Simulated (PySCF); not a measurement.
**Energy of Si²⁺ (silicon, charge +2) between two integer charges**

The 3s beta orbital of [Ne] 3s2 is emptied in steps (occupation f), with all orbitals relaxed, ending at [Ne] 3s1. All numbers are calculated (PySCF 2.14, scalar relativity by spin-free X2C-1e, in x2c-TZVPall (5s5p2d1f, 37 functions)). The exact energy is a straight line in f; departures are measured from the line between the end points of the same method.

| f | UHF (eV) | LDA (eV) | PBE (eV) | PBE0 (eV) | r2SCAN (eV) | LC-wPBE (eV) | BHandHLYP (eV) | HSE06 (eV) | B3LYP (eV) |
| --- | --- | --- | --- | --- | --- | --- | --- | --- | --- |
| 1 | 0.000 | 0.000 | 0.000 | 0.000 | 0.000 | 0.000 | 0.000 | 0.000 | 0.000 |
| 0.8 | 0.028 | -0.788 | -0.789 | -0.583 | -0.666 | -0.117 | -0.420 | -0.644 | -0.651 |
| 0.6 | 0.041 | -1.174 | -1.182 | -0.872 | -0.968 | -0.178 | -0.638 | -0.960 | -0.978 |
| 0.4 | 0.039 | -1.161 | -1.180 | -0.869 | -0.925 | -0.188 | -0.650 | -0.958 | -0.981 |
| 0.2 | 0.025 | -0.763 | -0.782 | -0.575 | -0.576 | -0.140 | -0.446 | -0.639 | -0.658 |
| 0 | 0.000 | 0.000 | 0.000 | 0.000 | 0.000 | 0.000 | 0.000 | 0.000 | 0.000 |

```csv
method,E(f=0) − E(f=1) (eV),−ε at f=1 (eV),−ε at f=0.4 (eV)
UHF,32.042,32.225,32.002
LDA,33.629,28.677,34.668
PBE,33.491,28.552,34.486
PBE0,33.351,29.700,34.091
r2SCAN,32.957,28.704,33.971
LC-wPBE,33.349,32.612,33.420
BHandHLYP,33.386,30.784,33.850
HSE06,33.361,29.320,34.156
B3LYP,33.645,29.582,34.441
```

Orbital energy along the path (eV):

| f | UHF | LDA | PBE | PBE0 | r2SCAN | LC-wPBE | BHandHLYP | HSE06 | B3LYP |
| --- | --- | --- | --- | --- | --- | --- | --- | --- | --- |
| 1 | -32.225 | -28.677 | -28.552 | -29.700 | -28.704 | -32.612 | -30.784 | -29.320 | -29.582 |
| 0.8 | -32.142 | -30.697 | -30.537 | -31.173 | -30.540 | -32.911 | -31.790 | -30.963 | -31.200 |
| 0.6 | -32.068 | -32.703 | -32.514 | -32.637 | -32.345 | -33.176 | -32.806 | -32.583 | -32.818 |
| 0.4 | -32.002 | -34.668 | -34.486 | -34.091 | -33.971 | -33.420 | -33.850 | -34.156 | -34.441 |
| 0.2 | -31.943 | -36.557 | -36.482 | -35.557 | -35.352 | -33.808 | -34.980 | -35.790 | -36.094 |
| 0 | -31.889 | -38.186 | -37.587 | -36.295 | -35.644 | -34.110 | -36.200 | -36.639 | -37.639 |

Reference removal energy between the ground levels: 33.493 eV (measured; NIST Atomic Spectra Database, ionization energies). UHF lacks correlation.
